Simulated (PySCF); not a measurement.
Does the structure fit the spectrum?

A compound C₅H₁₂O₂Si gives the data below (simulated from a calculation) and was assigned the structure `CC(C)CC(=O)O[SiH3]`.

13C{1H} NMR (computed): δ 156.2 (CH), 95.4 (CH2), 67.1 (CH), 26.0 (CH3, 2C).

1H NMR (400 MHz, computed): δ 6.44 (m, 1H), 5.00 (s, 2H), 4.22 (m, 1H), 4.21 (m, 1H), 4.00 (sept, 1H), 1.22 (d, 6H).

Computational details: GIAO PBE0/pcSseg-1 shieldings, coordinates at the PBE0-D3(BJ)/def2-SVP level, in PySCF 2.14 (no relativistic terms, gas phase, a single conformation, fast rotation and ring inversion assumed for equivalent nuclei).

Referencing at the same level of theory: 1H and 13C against TMS.

Problem. Compare with the shifts computed for the proposed structure, pairing carbons in order of shift.

Solution. Atoms are numbered as in `[CH3:1][CH:2]([CH3:3])[CH2:4][C:5](=[O:6])[O:7][SiH3:8]`. Each H is labelled by its parent atom.

| atom | computed for proposal | given list | difference |
| --- | --- | --- | --- |
| C5 | 181.2 | 156.2 | +25.0 |
| C4 | 44.1 | 95.4 | -51.3 |
| C2 | 25.5 | 67.1 | -41.6 |
| C1 | 23.3 | 26.0 | -2.7 |
| C3 | 23.3 | 26.0 | -2.7 |

The rms difference is 31.6 ppm and the largest -51.3 ppm at C4 (sp3 CH2 α to a carbonyl). The carbon types in order of shift don't match either: C, CH2, CH, CH3, CH3 for the proposal against CH, CH2, CH, CH3, CH3 in the data. The proposal doesn't fit.

Problem. Which isomer fits?

Solution. SMILES [SiH2](OC=C)OC(C)C.

Carbon types of the structure: 2 × CH, 1 × CH2, 2 × CH3, leaving 2 H on heteroatoms. δC 156.2: alkene carbon bearing oxygen; an sp2 carbon further deshielded by the attached heteroatom. δC 95.4: β carbon of an enol-ether or enamine type C=C; the O or N lone pair pushes π density onto this β carbon and shields it. δC 67.1: sp3 CH bonded to O; the inductive effect lowers its shielding. δC 26.0: methyl carbon; saturated and bonded to C and H only.

This is the structure that produced the data.

Shifts are as computed. Against solution values, carbons near 30 ppm lie about +2 ppm off and those near 130 ppm about +5 ppm. Of 1309 compounds with measured shifts, 239 miss one by over three times the rms of a fit or turn the order of signals round; such compounds aren't used in these exercises. Multiplicities follow the n + 1 count of equivalent neighbours, as no J values were calculated; m marks all less simple cases, F and P coupling included.
